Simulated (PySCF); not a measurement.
**The third ionisation energy along the third row**

All values are computed (PySCF 2.14, energy differences of UHF-based or UKS calculations, no spin-orbit coupling). Values in eV. The last column holds reference values (NIST; (s) semi-empirical, (t) theoretical, else measured). Unmarked ones compare directly (S terms, centres of terms, or small fine structure); those marked * lie between the lowest fine-structure levels and include a spin-orbit shift.

| element | configurations | UHF | LDA | PBE | PBE0 | r2SCAN | SCS-MP2 (valence) | reference |
| --- | --- | --- | --- | --- | --- | --- | --- | --- |
| Mg (aug-cc-pVDZ, non-relativistic) | [Ne] → [He] 2s2 2p5 | 81.031 | n/a | n/a | n/a | n/a | 81.067 | 80.144 * |
| Al (aug-cc-pV(D+d)Z, non-relativistic) | [Ne] 3s1 → [Ne] | 28.010 | 28.717 | 28.733 | 28.613 | 28.315 | n/a | 28.448 |
| Si (aug-cc-pV(D+d)Z, non-relativistic) | [Ne] 3s2 → [Ne] 3s1 | 31.992 | 33.554 | 33.433 | 33.299 | 32.907 | 32.944 | 33.493 |
| P (aug-cc-pV(D+d)Z, non-relativistic) | [Ne] 3s2 3p1 → [Ne] 3s2 | 29.580 | 30.216 | 30.276 | 30.288 | 30.368 | 29.744 | 30.203 * |
| S (aug-cc-pV(D+d)Z, non-relativistic) | [Ne] 3s2 3p2 → [Ne] 3s2 3p1 | 34.148 | 34.884 | 34.853 | 34.885 | 35.016 | 34.397 | 34.86 ± 0.04 (s) * |
| Cl (aug-cc-pV(D+d)Z, non-relativistic) | [Ne] 3s2 3p3 → [Ne] 3s2 3p2 | 38.960 | 39.687 | 39.606 | 39.678 | 39.829 | 39.259 | 39.8 ± 0.11 (s) * |
| Ar (aug-cc-pV(D+d)Z, non-relativistic) | [Ne] 3s2 3p4 → [Ne] 3s2 3p3 | 39.320 | 40.826 | 40.704 | 40.690 | 40.622 | 39.828 | 40.735 ± 0.012 (s) * |

"Valence" correlates the outer s and p shells and, in groups 3 to 12 and the f block, the outer d or f shell, open or full, or the next shell where the ion has no valence electron left; the wider scheme adds the next inner shell.
